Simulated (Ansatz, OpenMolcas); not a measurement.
# How basis sets differ on BNH3OF (SMILES NB(O)F)

BNH3OF has 7 atoms, charge 0, and is taken as a singlet. As SMILES, `NB(O)F`. The shape is that of a PBE0-D4/def2-TZVP optimisation. This is one conformer, not always the lowest.

Each level gives the HOMO–LUMO gap (eV). The values are calculated.

```
               level          kind     program  value (eV)
HF/ANO-RCC-MB (DKH2)  Hartree–Fock  OpenMolcas       19.21
 HF/ANO-XS-MB (DKH2)  Hartree–Fock  OpenMolcas       18.92
           HF/STO-3G  Hartree–Fock      Ansatz       20.20
            HF/3-21G  Hartree–Fock      Ansatz       18.15
        HF/6-311+G**  Hartree–Fock      Ansatz       13.04
```

The values span 13.04 to 20.20 eV. A Hartree–Fock LUMO above zero doesn't converge with the basis: it sinks as sets grow more diffuse. Orbital gaps aren't excitation energies.
